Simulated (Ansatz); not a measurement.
Relaxation of F$_{4}$H$_{3}$HfN (9 atoms, charge 0, multiplicity 1), to a largest force component of 0.03 eV/Å in at most 50 steps.

The calculation used RKS PBE0/def2-SVP (Ansatz 0.2.0).

```xyz
9
Properties=species:S:1:pos:R:3
Hf -0.424 0.191 -0.503
N -0.217 -0.355 2.835
H -0.605 -1.154 3.331
H 0.476 0.077 3.442
F 1.413 0.673 -0.346
F -0.958 0.876 -2.192
F -0.689 -1.692 -0.633
F -1.599 1.064 0.792
H -0.983 0.331 2.693
```

Question: Where does it end, and by what steps?

Answer: The forces met the threshold. After 6 steps the energy has fallen by 0.837 eV; H3 moved furthest, 0.79 Å. Joined: Hf1–N2 (3.39 → 2.44 Å).

```json
{"step": "0", "energy less start (eV)": "0.0000", "largest force component (eV/Å)": "1.118", "accepted": "yes"}
{"step": "1", "energy less start (eV)": "-0.2322", "largest force component (eV/Å)": "0.733", "accepted": "yes"}
{"step": "2", "energy less start (eV)": "-0.4993", "largest force component (eV/Å)": "1.409", "accepted": "yes"}
{"step": "3", "energy less start (eV)": "-0.7144", "largest force component (eV/Å)": "1.305", "accepted": "yes"}
{"step": "4", "energy less start (eV)": "-0.7883", "largest force component (eV/Å)": "0.560", "accepted": "yes"}
{"step": "5", "energy less start (eV)": "-0.8341", "largest force component (eV/Å)": "0.341", "accepted": "yes"}
{"step": "6", "energy less start (eV)": "-0.8368", "largest force component (eV/Å)": "0.019", "accepted": "yes"}
```

```xyz
9
Properties=species:S:1:pos:R:3
Hf -0.495 0.207 -0.040
N -0.282 -0.248 2.348
H -0.433 -1.234 2.566
H 0.644 -0.001 2.702
F 1.324 0.769 0.246
F -0.669 0.575 -1.915
F -0.832 -1.688 -0.034
F -1.884 1.345 0.653
H -0.962 0.286 2.892
```

Time of the run: 15 s on 4 threads of Arm Neoverse V2, on a shared host, peak memory 0.28 GiB.
